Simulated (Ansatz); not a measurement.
Geometry optimisation, RKS BLYP/def2-SVP in Ansatz.

Input:

```yaml
crystal:
  periodic: [false, false, false]
  atoms:
    - { symbol: Hf, position_ang: [0.0, 0.0, 0.0] }
    - { symbol: Cl, position_ang: [0.0, 0.0, 2.52] }
    - { symbol: F, position_ang: [1.8671, 0.0, -0.6593] }
    - { symbol: F, position_ang: [-0.9326, 1.6157, -0.6593] }
    - { symbol: F, position_ang: [-0.9326, -1.6157, -0.6593] }
basis:
  gaussian: { orbitals: def2-SVP }
hamiltonian:
  xc: blyp
relax:
  f_tol: 0.02
  max_steps: 40
```

Command:

```bash
$ ansatz run input.yaml --threads 1 --pin off --max-ram 2048MiB --backend cpu --events-out ev --progress --plain --runs-dir out
```

**Question.** Where does it end, and by what steps?

**Answer.** The run converged. After 3 steps the energy has fallen by 0.302 eV; Cl2 moved furthest, 0.12 Å.

```
step  energy less start (eV)  largest force component (eV/Å)  accepted
   0                  0.0000                           1.798       yes
   1                 -0.2063                           1.887       yes
   2                 -0.3017                           0.111       yes
   3                 -0.3023                           0.015       yes
```

```xyz
5
Properties=species:S:1:pos:R:3
Hf 0.000 0.000 0.029
Cl 0.000 0.000 2.401
F 1.803 0.000 -0.629
F -0.901 1.561 -0.630
F -0.901 -1.561 -0.630
```

Run time: 8.8 s on 1 thread of Intel(R) Xeon(R) 6975P-C (Granite Rapids) (shared host), peak memory 0.19 GiB.
